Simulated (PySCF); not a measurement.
# As: excitation energy

As [Ar] 3d10 4s2 4p3 (4S) → As [Ar] 3d10 4s1 4p3 4d1 (6D), as a difference of total energies. Computed with PySCF 2.14 in aug-cc-pVTZ-PP with one added diffuse shell each of s, d, f type with ECP10MDF (7s5p5d3f, 68 functions), with scalar relativity through the core potential. Correlated levels: valence: 3s2 3p6 3d10 frozen. The calculations carry no spin-orbit coupling.

| method | excitation energy (eV) |
| --- | --- |
| UHF | 12.516 |
| MP2 (valence) | 13.836 |
| SCS-MP2 (valence) | 14.202 |
| CCSD (valence) | 14.014 |
| CCSD(T) (valence) | 14.081 |

Problem. How much does correlation contribute at CCSD(T) (valence)?

Solution. 14.081 − (12.516) = 1.565 eV, measured against UHF.

The upper state lies above the first ionisation limit, but in LS coupling its spin forbids autoionisation to the ground ion.

The promoted electron is Rydberg-like, and one or two diffuse shells describe it only roughly, which tends to raise the upper state.
